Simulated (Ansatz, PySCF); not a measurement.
Complex: HCl (SMILES Cl) (first 2 atoms) with CH5N (SMILES CN); geometry from B3LYP-D3(BJ)/def2-TZVP, rigid monomers moved along the line of their centres of mass till Cl1···N4 is 2.82 Å.
(charge 0, multiplicity 1):
```xyz
9

Cl     0.01282    -0.03240     0.03734
H     -0.19402     0.39194    -1.15765
C     -0.18769     0.56457     3.22754
N      0.36186    -0.70413     2.75301
H     -1.20555     0.67606     2.85124
H      0.39890     1.38550     2.81273
H     -0.21286     0.68087     4.31957
H     -0.17446    -1.48757     3.10481
H      1.31612    -0.82788     3.06799
```

Counterpoise-corrected where a basis set is named; no monomer relaxation. Rows marked so take none.

Rows in 3-21G, 6-31G* carry no dispersion term and start afresh at each structure (6-31G* with six Cartesian d functions).

Codes used: Ansatz (a program for electronic structure); PySCF for 3-21G rows, 6-31G* rows, the dispersion terms. 

Q: One of these levels gives -1.66 kcal/mol for the interaction energy. Name it.
A. B3LYP/3-21G (no counterpoise)
B. B3LYP-D3(BJ)/def2-TZVPPD
C. HF/aug-cc-pV(D+d)Z
D. B3LYP/6-31G* (no counterpoise)

A: A, B3LYP/3-21G (no counterpoise). The others give 2.92 (HF/aug-cc-pV(D+d)Z), -0.11 (B3LYP/6-31G* (no counterpoise)), -0.60 (B3LYP-D3(BJ)/def2-TZVPPD)
